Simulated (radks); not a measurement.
The mean radii <r> (bohr) of the occupied orbitals of an atom or ion are listed with their occupations. Calculated with a radial shooting solver on a logarithmic mesh with Libxc functionals: Dirac Kohn-Sham, LB94 model potential, spin-unpolarised, spherical densities, finite nucleus; Fermi nuclear charge, rms radius of each element as measured or else 0.836 A^(1/3) + 0.57 fm.

| orbital | occ. | <r> |
|---|---|---|
| 1s1/2 | 2 | 0.01578 |
| 2s1/2 | 2 | 0.06563 |
| 2p1/2 | 2 | 0.05372 |
| 2p3/2 | 4 | 0.06274 |
| 3s1/2 | 2 | 0.1689 |
| 3p1/2 | 2 | 0.1592 |
| 3p3/2 | 4 | 0.1748 |
| 3d3/2 | 4 | 0.1514 |
| 3d5/2 | 6 | 0.1561 |
| 4s1/2 | 2 | 0.3416 |
| 4p1/2 | 2 | 0.3370 |
| 4p3/2 | 4 | 0.3606 |
| 4d3/2 | 1 | 0.3472 |

Name the element and its charge. Open shells, if any, fill j = l - 1/2 first.

Answer. Z = 83, bismuth, charge +46: Bi46+ in [Kr] 4d1. The 1s radius gives Z: for a bare nucleus <r> = (2 gamma + 1)/(2Z) with gamma = sqrt(1 - (Z/c)^2), 0.01561 bohr for Z = 83, and screening makes it slightly larger (0.01578 here). The occupations add up to 37, and the charge is Z minus that.
